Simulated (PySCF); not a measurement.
# What a mistake does to a calculation on BCClH5Si cation

Calculated results; nothing here was measured. The program is PySCF 2.14.0, an open-source quantum chemistry code, run on an isolated molecule that a program drew, which may never have been made. The molecule is BCClH5Si cation (charge +1, singlet), drawn as the SMILES string `[BH+]C[SiH2]Cl`.

Each row is a Hartree-Fock (HF) and frozen-core CCSD(T) single point in the cc-pV(D+d)Z basis, meant for a local HF minimum. Run 1 is clean. Each other run has one planted mistake out of seven kinds, and not every kind appears here: one electron removed, one electron added, multiplicity raised by two, geometry at a saddle point, minimal basis STO-3G, one bond length entered in bohr, all coordinates scaled. The reference is restricted for singlets and unrestricted otherwise, and also for a bond in bohr. Adding or removing an electron swaps singlet and doublet. Electrons count all cores. HOMO and LUMO are orbital energies over both spins, the gradient is its largest component, and the lowest frequency (negative if imaginary) is given only where the gradient is small. Bond lengths are over the 8 bonds as drawn. T1 is the CCSD diagnostic: over 0.02 (restricted) or 0.045 (unrestricted) a single reference is doubtful.

Geometry of the clean run:
```xyz
9
BCClH5Si cation, angstrom
B     1.0355   -0.5249   -0.4560
C    -0.0975    0.3305   -0.1150
Si   -1.2127    0.7705   -1.6705
Cl   -1.3381   -0.9763   -2.7325
H     1.9385   -1.2120   -0.7576
H    -0.7415   -0.2301    0.5813
H     0.2439    1.2566    0.3680
H    -2.5079    1.1775   -1.1315
H    -0.5022    1.7928   -2.4388
```

```
run  electrons  basis functions  <S^2>  HOMO (eV)  LUMO (eV)  gradient (hartree/bohr)  lowest frequency (cm^-1)  mean bond (Å)  longest bond (Å)      T1  HF (hartree)  CCSD(T) (hartree)                          mistake
  1         46               99  0.000     -16.77      -4.47                  4.3e-05                        55         1.4713             2.048  0.0129    -813.66213         -814.16001                         no fault
  2         46               99  0.837     -14.25      -4.51                  7.4e-03                         -         1.6340             2.765  0.0424    -813.54546         -814.03306  one bond length entered in bohr
  3         46               33  0.000     -15.00      -2.38                  3.3e-02                         -         1.4713             2.048  0.0122    -804.67304         -804.84312             minimal basis STO-3G
  4         46               99  0.000     -16.27      -4.67                  4.6e-02                         -         1.6067             2.237  0.0149    -813.60518         -814.11413           all coordinates scaled
  5         45               99  0.761     -23.28     -13.79                  6.5e-02                         -         1.4713             2.048  0.0343    -813.10059         -813.57544                                ?
```

**Which mistake was planted in run 5, and what did it cost?**

It counts 45 electrons, one fewer than the clean run, at the same geometry and basis. So the mistake is: one electron removed. Subtracting run 1 and multiplying by 627.51 kcal/mol a hartree, the energy moved by 352.4 kcal/mol in HF and 366.8 kcal/mol in CCSD(T).

